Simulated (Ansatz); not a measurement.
Compare A (`CBN(C)C`) with its isomer B (`CCBCN`).

Isolated molecules relaxed with PBE0-D4/def2-TZVP in Ansatz; ΔE leaves out vibrations. CCSD(T)/CBS adds triple-zeta CCSD(T) − MP2 to the extrapolated MP2 energy (def2 sets, frozen cores). DFT in def2-TZVPP. B3LYP here is the variant with VWN-RPA as its local correlation; programs differ in this. One conformer a species, not always the lowest.

Problem. Which isomer does CCSD(T)/CBS put lower? Give the gap. (Estimate.)

Solution. Computed: A, by 31.5 kcal/mol.

Problem. Give E(B) − E(A) in kcal/mol with B3LYP, B2PLYP, CCSD(T)/def2-TZVPP, PBE0-D4, HF/def2-TZVPP, PBE-D4, ωB97M-V. (Best estimate.)

Solution. The calculation gave: B3LYP 31.9, B2PLYP 32.4, CCSD(T)/def2-TZVPP 32.4, PBE0-D4 31.0, HF/def2-TZVPP 29.8, PBE-D4 31.6, ωB97M-V 30.9. None reverses the order clearly.

Largest T1 diagnostic: 0.012.

In def2-TZVPP, CCSD(T) changes the Hartree–Fock value by +2.6 kcal/mol (the triples alone add +0.7 kcal/mol) and MP2 by +3.1 kcal/mol.
